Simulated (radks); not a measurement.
Q: The table gives one normalised radial function P(r) = r R(r) of Cr2+ in [Ar] 3d2 4p2 (r in bohr). Calculated with a radial shooting solver on a logarithmic mesh with Libxc functionals: non-relativistic Kohn-Sham, r2SCAN, spin-unpolarised, spherical densities, point nucleus; meta-GGA in the generalised Kohn-Sham scheme.

r,P
0.005274,0.0000
0.006922,0.0000
0.009014,0.0001
0.01174,0.0002
0.01541,0.0004
0.02006,0.0008
0.02612,0.0017
0.03401,0.0036
0.04464,0.0075
0.05813,0.0151
0.0757,0.0293
0.09857,0.0554
0.1294,0.1023
0.1685,0.1766
0.2194,0.2879
0.2856,0.4385
0.3749,0.6227
0.4882,0.8023
0.6357,0.9340
0.8344,0.9627
1.087,0.8609
1.415,0.6585
1.842,0.4236
2.418,0.2165
3.149,0.0892
4.1,0.0263
5.339,0.0047
7.008,0.0004
9.125,0.0000

Which n and l does it have? It may be an empty orbital.

A: n = 3, l = 2: the number of nodes gives n - l - 1 = 0, the rise at small r (about r^(l+1)) gives l, and the extent must fit the shell. The curve is that of 3d. 3d: eigenvalue -37.327 eV, 0 radial nodes, <r> = 1.05 bohr, 90 % of the charge inside 1.73 bohr.
